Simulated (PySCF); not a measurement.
**`[C-]#C[C@@H]1CC[C@H]1OC`, [C7H9O]-, charge -1**

Geometry:
| atom | x (Å) | y (Å) | z (Å) |
| --- | --- | --- | --- |
| C1 | -0.964 | 1.032 | -2.949 |
| C2 | -0.831 | 0.393 | -1.906 |
| C3 | -0.643 | -0.364 | -0.664 |
| C4 | -1.834 | -0.485 | 0.342 |
| C5 | -0.874 | -0.176 | 1.496 |
| C6 | 0.165 | 0.316 | 0.488 |
| O7 | 1.487 | -0.139 | 0.758 |
| C8 | 2.363 | 0.199 | -0.281 |
| H9 | -0.216 | -1.370 | -0.839 |
| H10 | -2.566 | 0.308 | 0.187 |
| H11 | -2.354 | -1.445 | 0.387 |
| H12 | -1.209 | 0.542 | 2.250 |
| H13 | -0.516 | -1.076 | 1.995 |
| H14 | 0.175 | 1.413 | 0.382 |
| H15 | 1.968 | -0.114 | -1.253 |
| H16 | 3.310 | -0.307 | -0.084 |
| H17 | 2.531 | 1.286 | -0.319 |

Total charge -1.

Method used: PySCF, TDDFT PBE0/aug-cc-pVDZ circular dichroism and optical rotation, one conformer, gas phase. Geometry: GFN2-xTB.

The molecule is flexible and this is one conformer; a measurement averages over conformers. For a gas-phase anion, states above the detachment energy (about 1.2 eV, taken as minus the energy of the highest occupied orbital) lie in the continuum and depend on the basis.

(1) Draw the ECD and absorption spectra from the lowest 12 states, each a Gaussian of half-width 0.35 eV at 1/e height.

Answers

(1) 
| E (eV) | λ (nm) | Δε (L mol⁻¹ cm⁻¹) | ε (L mol⁻¹ cm⁻¹) |
| --- | --- | --- | --- |
| 2.60 | 477 | +0.12 | 101 |
| 2.70 | 459 | +0.24 | 221 |
| 2.80 | 443 | +0.40 | 417 |
| 2.90 | 427 | +0.57 | 681 |
| 3.00 | 413 | +0.67 | 974 |
| 3.10 | 400 | +0.63 | 1240 |
| 3.20 | 387 | +0.42 | 1450 |
| 3.30 | 376 | +0.02 | 1610 |
| 3.40 | 365 | -0.55 | 1770 |
| 3.50 | 354 | -1.22 | 1940 |
| 3.60 | 344 | -1.86 | 2080 |

Δε uses R in velocity form, ε uses f in length form. Only the states computed contribute, so the short-wavelength end is incomplete.
